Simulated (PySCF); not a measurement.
Gas-phase reaction: 3 Si(OH)4 + 3 SiO2 → 2 (H2SiO)3 + 4 O3

Computed with PySCF (xtb for GFN2) and rigid-rotor harmonic-oscillator thermochemistry at 1 bar. † marks an energy on the PBE0/def2-TZVP geometry and frequencies; other levels use their own. All species are closed-shell singlets. (H2SiO)3: computed as isolated molecules; such fragments, hydroxides, amides, oligomers or adducts are transient or little studied in the gas. Strong static correlation: O3.

```
level               ΔH°(298 K), kJ
------------------  --------------
GFN2-xTB                         …
HF/def2-TZVP†                 3462
M06-2X/def2-TZVP†             3203
LDA/def2-TZVP†                   …
ωB97X-V/def2-TZVP†            2924
```

### Question
What belongs in the gaps?

### Answer

- GFN2-xTB, ΔH°(298 K), kJ: 3256
- LDA/def2-TZVP†, ΔH°(298 K), kJ: 2784
